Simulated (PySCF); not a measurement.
## Ionisation energy of Ce²⁺ by level of theory

Ce²⁺ [Xe] 4f2 (high-spin determinant) → Ce³⁺ [Xe] 4f1 (2F), as a difference of total energies. All numbers are calculated (PySCF 2.14, the spin-free X2C one-electron Hamiltonian (Gaussian nucleus), in cc-pwCVTZ-X2C (12s11p9d7f4g1h, 186 functions)). The calculations carry no spin-orbit coupling.

```json
{"method": "UHF", "ionisation energy (eV)": "18.054", "difference from reference (eV)": "-2.143"}
{"method": "MN15", "ionisation energy (eV)": "20.223", "difference from reference (eV)": "+0.026"}
{"method": "revPBE", "ionisation energy (eV)": "21.276", "difference from reference (eV)": "+1.079"}
```

Reference: 20.197 eV (semi-empirical (NIST evaluation); NIST Atomic Spectra Database, ionization energies).

The reference lies between the lowest fine-structure levels, while these numbers refer to the centres of the terms.

The determinant of Ce²⁺ mixes LS terms, which raises its energy above the lowest term, most at the Hartree-Fock and MP2 levels.
